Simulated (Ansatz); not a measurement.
Process, species as SMILES: Br (HBr) → Br atom + H atom
B3LYP-D3(BJ)/def2-TZVP geometries, fixed; electronic energies without zero-point terms.
Largest species:
```
Br
H 1 1.4248
```

Basis-set convergence of the bond dissociation energy at HF with Ansatz (a program for electronic structure). All functions are spherical. Open shells are unrestricted. No added dispersion term, no relativity. Functions are those of the species that has most. Reference: the value in aug-cc-pV5Z, 65.02 kcal/mol, itself unsure by roughly 0.05 kcal/mol (its mean distance from pcseg-4, aug-pcseg-3, aug-cc-pVQZ). Deviations are taken from unrounded values.

```
basis        functions  bond dissociation energy (kcal/mol)  minus reference (kcal/mol)
-----------  ---------  -----------------------------------  --------------------------
pcseg-0             24                                50.57                      -14.45
pcseg-1             32                                64.41                       -0.61
def2-SV(P)          34                                60.05                       -4.97
def2-SVP            37                                64.87                       -0.15
def2-SVPD           49                                65.73                        0.71
def2-TZVP           54                                64.52                       -0.50
pcseg-2             57                                64.82                       -0.20
def2-TZVPP          62                                64.98                       -0.04
def2-TZVPD          66                                64.87                       -0.15
def2-TZVPPD         74                                65.21                        0.19
pcseg-3            101                                65.11                        0.09
def2-QZVP          105                                64.98                       -0.04
def2-QZVPP         119                                65.01                       -0.01
def2-QZVPPD        131                                65.06                        0.05
pcseg-4            172                                65.12                        0.10
```

The smallest set listed that lies within 2 kcal/mol of the reference with all its larger relatives (same family, alike in diffuse functions; a set with none counts only in the reference's own line) is pcseg-1 (32 functions, -0.61 kcal/mol off).
